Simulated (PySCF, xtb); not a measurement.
Cl₂GeH₂O₂, SMILES [OH][Ge]([Cl])([Cl])[OH]. The values are those of a single conformer.

Harmonic wavenumbers (cm⁻¹) from GFN2-xTB in xtb at its own minimum, in rising order: 93, 114, 155, 162, 196, 200, 244, 354, 395, 544, 557, 779, 790, 3625, 3629.

Problem. What does PBE-D3(BJ)/def2-SVP (PySCF) give at its own minimum? (An estimate is asked for; the answer gives what the named calculation found.)

Solution. 107, 138, 143, 193, 212, 224, 253, 405, 445, 687, 722, 892, 914, 3706, 3708. Paired by order, the mean absolute difference is 62 cm⁻¹ and the zero-point energies are 16.9 and 18.2 kcal/mol.
